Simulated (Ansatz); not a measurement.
System: AlH, charge 0, triplet. This triplet is an excited state, 1.9 eV above the singlet at CCSD(T)/cc-pV(5+d)Z (Ansatz, a quantum-chemistry and plane-wave program). AlH (SMILES [AlH], triplet).
B3LYP-D3(BJ)/def2-TZVP minimum from Ansatz:
```
Al
H 1 1.6062
```
Charge 0, spin multiplicity 3.

Hartree-Fock and CCSD correlation energies in hartree (Ansatz). UHF or UKS for unpaired electrons; spin-orbit terms are left out. Cores are frozen in correlated methods. No relativity. The spin of HAl ([AlH], triplet) was assumed, and the state is the lowest solution found for it.

```csv
basis,X,E(HF),"E(corr, CCSD)"
cc-pV(T+d)Z,3,-242.41949,-0.05619
cc-pV(Q+d)Z,4,-242.42170,-0.05813
cc-pV(5+d)Z,5,-242.42216,withheld
```

Problem. Fit E(corr) = E∞ + A/X³ to X = 3 and 4, predict X = 5, and compare with the run.

Solution. A = (-0.05619 - (-0.05813))/(1/27 - 1/64) = 0.0906; E∞ = -0.05813 - A/64 = -0.05955; at X = 5, E∞ + A/125 = -0.05882. The run gave -0.05872, 0.10 mEh above the prediction. The same form on X = 4 and 5 gives E∞ = -0.05934, 0.21 mEh above the first estimate.
